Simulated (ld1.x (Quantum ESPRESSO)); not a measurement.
## Scattering properties, PAW potential for N (Z = 7)

```json
{"Element": "N", "Generator": "ld1.x (Quantum ESPRESSO) 7.5", "Type": "PAW", "Functional": "BLYP", "Relativity": "non-relativistic", "Frozen core": "[He]", "Valence charge": "5", "Reference configuration": "2s2 2p3", "Partial waves": "2s (bound): rcut 0.75, rcutus 0.95 bohr; 2s channel at -0.9 Ry: rcut 0.75, rcutus 0.95 bohr; 2p (bound): rcut 1.75, rcutus 2.30 bohr; 2p channel at 1.8 Ry: rcut 1.75, rcutus 2.30 bohr", "Local potential": "all-electron potential smoothed inside 1.40 bohr (lloc = -1)", "Core correction": "Bessel-smoothed model core, default radius (core density twice the valence density)", "Augmentation charge": "PSQ, inside the norm-conserving radii"}
```

The phase is arctan(r·u′/u) with u = r·R(r), unwrapped; energies in Ry, scanned from -3 to 5 Ry. A pole is an energy at which the radial function vanishes at the test radius. The pseudo phase is shifted by a multiple of π to meet the all-electron one at the reference energy, and phase errors are pseudo minus all-electron; the curves can meet again beyond the range given. Levels narrower than the energy grid can be missing from the lists of poles.

```json
{"channel": "s", "radius (bohr)": "2.48", "reference energy (Ry)": "-1.35", "poles, all-electron": "-1.11, 4.85", "poles, pseudo": "-1.11, 4.82", "unbroken range about the reference energy with phases within 0.05 rad": "the whole range", "phase error 1 Ry above the reference energy (rad)": "-0.000"}
{"channel": "p", "radius (bohr)": "2.48", "reference energy (Ry)": "-0.52", "poles, all-electron": "-0.20, 4.81", "poles, pseudo": "-0.20, 4.56", "unbroken range about the reference energy with phases within 0.05 rad": "the whole range", "phase error 1 Ry above the reference energy (rad)": "-0.002"}
```

Phases in the s channel:

```csv
E (Ry),all-electron,pseudo
-3.00,1.298,1.298
-2.52,1.249,1.249
-2.04,1.136,1.136
-1.56,0.233,0.233
-1.08,-1.589,-1.589
-0.60,-1.765,-1.765
-0.12,-1.866,-1.866
0.36,-1.984,-1.984
0.84,-2.184,-2.185
1.32,-2.648,-2.649
1.80,-3.571,-3.573
2.28,-4.173,-4.175
2.76,-4.416,-4.417
3.24,-4.537,-4.538
3.72,-4.609,-4.611
4.20,-4.660,-4.662
4.68,-4.700,-4.702
```
